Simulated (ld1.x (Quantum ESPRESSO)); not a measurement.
## Reading a pseudo-wave (copper)

Columns: radius, all-electron u(r) and pseudo u(r) of the 3d shell (level -5.06 eV) of copper in the configuration [Ar] 3d10 4s1 4p0; PBEsol, scalar-relativistic, PAW scheme, ld1.x (Quantum ESPRESSO) 7.5.

| r (bohr) | all-electron | pseudo |
| --- | --- | --- |
| 0.150 | 0.2349 | 0.0088 |
| 0.300 | 0.6607 | 0.0646 |
| 0.450 | 0.9066 | 0.1873 |
| 0.600 | 0.9712 | 0.3583 |
| 0.750 | 0.9346 | 0.5298 |
| 0.900 | 0.8567 | 0.6513 |
| 1.050 | 0.7680 | 0.6949 |
| 1.200 | 0.6818 | 0.6678 |
| 1.350 | 0.6031 | 0.6027 |
| 1.500 | 0.5333 | 0.5333 |
| 1.650 | 0.4720 | 0.4720 |
| 1.800 | 0.4186 | 0.4186 |
| 1.950 | 0.3720 | 0.3720 |
| 2.100 | 0.3313 | 0.3313 |
| 2.250 | 0.2957 | 0.2957 |
| 2.400 | 0.2644 | 0.2644 |
| 2.550 | 0.2368 | 0.2368 |
| 2.700 | 0.2124 | 0.2124 |
| 2.850 | 0.1907 | 0.1907 |
| 3.000 | 0.1714 | 0.1714 |
| 3.150 | 0.1543 | 0.1543 |
| 3.300 | 0.1389 | 0.1389 |
| 3.450 | 0.1252 | 0.1252 |
| 3.600 | 0.1129 | 0.1129 |
| 3.750 | 0.1018 | 0.1018 |
| 3.900 | 0.0919 | 0.0919 |

Task: How many radial nodes do the two functions have?

Result: The all-electron 3d function has n − l − 1 = 0; the pseudo-wave has 0.

Task: At about which radius was the pseudo-wave matched?

Result: 1.50 bohr, where the columns begin to agree (steps of 0.15 bohr).

Task: Is the pseudo-wave norm-conserving?

Result: No, it belongs to a PAW set: the norm inside the radius is not constrained, and the difference is carried by the augmentation charge.
